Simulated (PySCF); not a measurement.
Mg(SeH)(GeH3) (GeH4MgSe), SMILES [GeH3][Mg][SeH].

The structure is a stationary point at PBE0-D3(BJ)/def2-SVP. The structure was generated by enumeration; whether it is a known compound was not checked. One conformer was computed; it need not be the lowest.

These are PBE0-D3(BJ)/def2-SVP in PySCF values and carry that method's errors.

Frequencies are harmonic and unscaled.

A small imaginary wavenumber (i) marks a very flat motion, where grid noise or a shallow saddle decides the sign.

Give all harmonic wavenumbers and intensities. (Estimate from the structure and the level; the computed values follow.)


```json
[
 {"mode": "1", "ν (cm⁻¹)": "24i", "IR (km/mol)": "3.7", "moving atoms (share of kinetic energy)": "H 99 %"},
 {"mode": "2", "ν (cm⁻¹)": "82", "IR (km/mol)": "19.3", "moving atoms (share of kinetic energy)": "Mg 80 %, H 9 %"},
 {"mode": "3", "ν (cm⁻¹)": "87", "IR (km/mol)": "17.3", "moving atoms (share of kinetic energy)": "Mg 82 %"},
 {"mode": "4", "ν (cm⁻¹)": "159", "IR (km/mol)": "0.8", "moving atoms (share of kinetic energy)": "Ge 52 %, Se 46 %"},
 {"mode": "5", "ν (cm⁻¹)": "352", "IR (km/mol)": "0.1", "moving atoms (share of kinetic energy)": "H 92 %"},
 {"mode": "6", "ν (cm⁻¹)": "359", "IR (km/mol)": "0.0", "moving atoms (share of kinetic energy)": "H 90 %"},
 {"mode": "7", "ν (cm⁻¹)": "435", "IR (km/mol)": "51.5", "moving atoms (share of kinetic energy)": "Mg 85 %, Se 8 %"},
 {"mode": "8", "ν (cm⁻¹)": "481", "IR (km/mol)": "2.7", "moving atoms (share of kinetic energy)": "H 93 %"},
 {"mode": "9", "ν (cm⁻¹)": "785", "IR (km/mol)": "291.5", "moving atoms (share of kinetic energy)": "H 97 %"},
 {"mode": "10", "ν (cm⁻¹)": "892", "IR (km/mol)": "35.3", "moving atoms (share of kinetic energy)": "H 99 %"},
 {"mode": "11", "ν (cm⁻¹)": "892", "IR (km/mol)": "36.3", "moving atoms (share of kinetic energy)": "H 99 %"},
 {"mode": "12", "ν (cm⁻¹)": "2108", "IR (km/mol)": "113.2", "moving atoms (share of kinetic energy)": "H 99 %"},
 {"mode": "13", "ν (cm⁻¹)": "2115", "IR (km/mol)": "126.4", "moving atoms (share of kinetic energy)": "H 98 %"},
 {"mode": "14", "ν (cm⁻¹)": "2116", "IR (km/mol)": "124.8", "moving atoms (share of kinetic energy)": "H 98 %"},
 {"mode": "15", "ν (cm⁻¹)": "2433", "IR (km/mol)": "13.6", "moving atoms (share of kinetic energy)": "H 99 %"}
]
```
